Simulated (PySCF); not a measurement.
UHF on Rb (rubidium, neutral), [Kr] 4d1, 2D determinant (an excited configuration). Calculation: PySCF 2.14, in ANO-RCC-VTZP; the spin-free X2C one-electron Hamiltonian (Gaussian nucleus).

```
cycle= 1 E= -2978.7537854955  delta_E= -0.00303  |g|= 0.0176  |ddm|= 0.0449
cycle= 2 E= -2978.7539447025  delta_E= -0.000159  |g|= 0.00492  |ddm|= 0.0102
cycle= 3 E= -2978.75395964204  delta_E= -1.49e-05  |g|= 0.000629  |ddm|= 0.00411
cycle= 4 E= -2978.75395993407  delta_E= -2.92e-07  |g|= 0.000171  |ddm|= 0.000641
cycle= 5 E= -2978.75395994852  delta_E= -1.44e-08  |g|= 3.11e-05  |ddm|= 0.000141
cycle= 6 E= -2978.75395994943  delta_E= -9.1e-10  |g|= 4.65e-06  |ddm|= 4.36e-05
converged SCF energy = -2978.75395994943  <S^2> = 0.75298734  2S+1 = 2.0029851
```

Highest occupied orbital energy: 3.553 eV; ⟨L²⟩ = 6.03; populations by l: s 8.00, p 18.00, d 11.00, f 0.00.

Can this result be used?

Not for this state. Self-consistency was reached. At UHF the highest occupied level has a positive energy, so only the finite basis holds that electron; for this excited configuration the basis is too tight for the outer shell.
